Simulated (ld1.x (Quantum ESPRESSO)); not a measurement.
**Configuration tests for gold (ultrasoft)**

* Element: gold
* Generator: ld1.x (Quantum ESPRESSO) 7.5
* Type: ultrasoft
* Functional: PBE
* Relativity: scalar-relativistic
* Frozen core: [Xe] 4f14
* Valence charge: 11
* Reference configuration: 5d10 6s0.5 6p0 (charge +0.5)
* Partial waves: 6s (bound): rcut 1.90, rcutus 2.45 bohr; 6s channel at 3.25 Ry: rcut 1.90, rcutus 2.45 bohr; 6p (bound, empty): rcut 2.20, rcutus 2.50 bohr; 6p channel at 1.1 Ry: rcut 2.20, rcutus 2.50 bohr; 5d (bound): rcut 1.35, rcutus 1.65 bohr; 5d channel at -0.5 Ry: rcut 1.35, rcutus 1.65 bohr
* Local potential: all-electron potential smoothed inside 2.15 bohr (lloc = -1)
* Core correction: Bessel-smoothed model core, default radius (core density twice the valence density)
* Augmentation charge: built from norm-conserving waves at rcut, not smoothed further

Energies are relative to the spin-unpolarised reference configuration 5d10 6s0.5 6p0; without spin polarisation the order of configurations can differ from experiment.

| valence configuration | charge | ΔE all-electron (eV) | error AE − PS (meV) |
| --- | --- | --- | --- |
| 5d10 6s1 6p0 | 0 | -3.773 | -0.8 |
| 5d10 6s0 6p0 | +1 | 5.636 | -5.1 |
| 5d9 6s0 6p0 | +2 | 26.844 | -33 |
| 5d9 6s1 6p0 | +1 | 8.351 | -32 |
| 5d9 6s2 6p0 | 0 | -2.079 | -53 |
| 5d9 6s1 6p1 | 0 | 3.724 | -48 |

What are ΔE and the potential's error for 5d8 6s0 6p0?

ΔE = 60.721 eV all-electron; the error (AE − PS) is -188 meV.

Levels in the configuration 5d9 6s1 6p0:

```json
{"level": "5d", "all-electron (eV)": "-17.672", "pseudo (eV)": "-17.737"}
{"level": "6s", "all-electron (eV)": "-14.347", "pseudo (eV)": "-14.329"}
```
